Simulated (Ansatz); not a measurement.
One change: `FC[SiH2]I` becomes `[SiH3]C[SiH2]I`.

Ansatz, PBE0-D4/def2-TZVP geometries, multiplicity 1. Each molecule was computed in one conformer, which needn't be the lowest.

Elements past krypton have def2 core potentials.

```
                                        property  `FC[SiH2]I`
  size of the dipole moment (PBE/def2-TZVPP) / D         1.93
               LUMO energy (PBE/def2-TZVPP) / eV        -1.52
             HOMO energy (B3LYP/def2-TZVPP) / eV        -7.50
size of the dipole moment (B3LYP/def2-TZVPP) / D         2.09
             LUMO energy (B3LYP/def2-TZVPP) / eV        -0.89
            HOMO–LUMO gap (PBE0/def2-TZVPP) / eV         7.07
```

(1) Give the same properties after the change, and the shifts. (Best estimate.)

Results:

(1) The calculation gave: 
```csv
property,`[SiH3]C[SiH2]I`,shift
size of the dipole moment (PBE/def2-TZVPP) / D,1.32,-0.61
LUMO energy (PBE/def2-TZVPP) / eV,-1.51,0.01
HOMO energy (B3LYP/def2-TZVPP) / eV,-7.35,0.15
size of the dipole moment (B3LYP/def2-TZVPP) / D,1.39,-0.70
LUMO energy (B3LYP/def2-TZVPP) / eV,-0.87,0.02
HOMO–LUMO gap (PBE0/def2-TZVPP) / eV,6.92,-0.15
```

Dipoles are sizes alone; their direction can turn.

B3LYP here is the variant with VWN-RPA as its local correlation; programs differ in this.

Spin–orbit coupling is left out; it splits and shifts lone-pair levels of the heavy atoms by tenths of an eV.
